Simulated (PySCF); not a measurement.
# Computed properties of (2R)-2-ethyloxetane (C5H10O), SMILES CC[C@@H]1CCO1

(2R)-2-ethyloxetane (C5H10O), SMILES [C@@H]1(CC)CCO1. Geometry optimised at B3LYP-D3(BJ)/def2-SVP. The values are those of a single conformer. All values are computed for the isolated molecule unless a solvent is named; none is compared with measurement here.

**Structure.** All 42 harmonic modes at B3LYP-D3(BJ)/def2-SVP (PySCF) are real, so it is a minimum. With heavy atoms numbered as in [CH3:1][CH2:2][C@@H:3]1[CH2:4][CH2:5][O:6]1, the shortest bond between them is C5–O6 at 1.435 Å and the longest C3–C4 at 1.543 Å.

**Vibrations.** The strongest infrared lines (harmonic, unscaled, degenerate partners summed) lie at 1054 cm⁻¹ (104 km/mol, C 57 %, O 35 %, H 8 %), 3009 cm⁻¹ (84 km/mol, H 95 %), 2988 cm⁻¹ (65 km/mol, H 92 %). The softest mode is at 72 cm⁻¹ and the zero-point energy is 89.7 kcal/mol.

**Electronic structure.** M06-2X/def2-TZVP (PySCF) places the frontier levels at -8.67 and 1.95 eV, a gap of 10.62 eV, and gives a dipole moment of 1.80 D and a mean polarisability of 62.3 bohr³. PBE/def2-TZVP (PySCF) at the same geometry gives -5.54 and 0.51 eV, so its gap is 4.57 eV narrower. An orbital gap is neither the optical nor the fundamental gap.

**Excitations.** TDA-B3LYP/def2-SVPD (PySCF) has S1 at 6.57 eV (189 nm, f = 0.010, weak); the most intense of the 6 singlets computed lies at 8.12 eV (f = 0.03). T1 (TDA) is at 6.42 eV, 0.15 eV under S1. TDA-PBE/def2-SVPD (PySCF) puts S1 at 5.80 eV. No vertical singlet excitation falls in the visible range (under 3.1 eV).

**NMR.** GIAO shifts at PBE0/pcSseg-1 (PySCF) (non-relativistic, atoms alike by connectivity averaged): ¹³C from 13.1 to 86.0 ppm against TMS; ¹H from 1.3 to 4.8 ppm against TMS.
